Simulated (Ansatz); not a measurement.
Basis-set extrapolation for `[SiH3]C1CB1Cl` (PBE0-D4/def2-TZVP geometry, frozen core, Ansatz). Multiplicity 1, RHF reference.

|  | def2-TZVPP | def2-QZVPP |
| --- | --- | --- |
| HF | -852.399973 | -852.426121 |
| MP2 correlation | -0.742859 | -0.798184 |
| CCSD(T) correlation | -0.834098 | not run |

Energies in hartree. Use E(X) = E(∞) + A·exp(−7.88·√X) for Hartree–Fock and E(X) = E(∞) + B·X^(−2.97) for correlation, with X = 3 and 4, and add CCSD(T) minus MP2 of the smaller set to the MP2 limit.

Q: What is the CCSD(T) energy at the basis-set limit?

A: HF limit: -852.426121 + (-0.026148) × 0.13774 = -852.42972. MP2 limit: -0.798184 + (-0.055325) × 0.74074 = -0.83917. Higher-order term: -0.834098 − (-0.742859) = -0.09124. Total: -853.36013 hartree, 331.0 kJ/mol below CCSD(T)/def2-TZVPP.
